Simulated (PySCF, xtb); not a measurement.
3-methoxypropanenitrile (C4H7NO), SMILES COCCC#N.

GFN2-xTB (xtb) at its own geometry gives an orbital gap of 5.53 eV and a dipole moment of 3.32 D.

Geometry optimised at ωB97X-D3(BJ)/def2-SVP. Other conformers were not sampled.

Task: What does ωB97X/def2-TZVP run with PySCF give? (The exact figures need the calculation; the answer reports its results.)

Result: gap 13.23 eV (levels -10.52 and 2.71 eV), dipole 3.94 D.
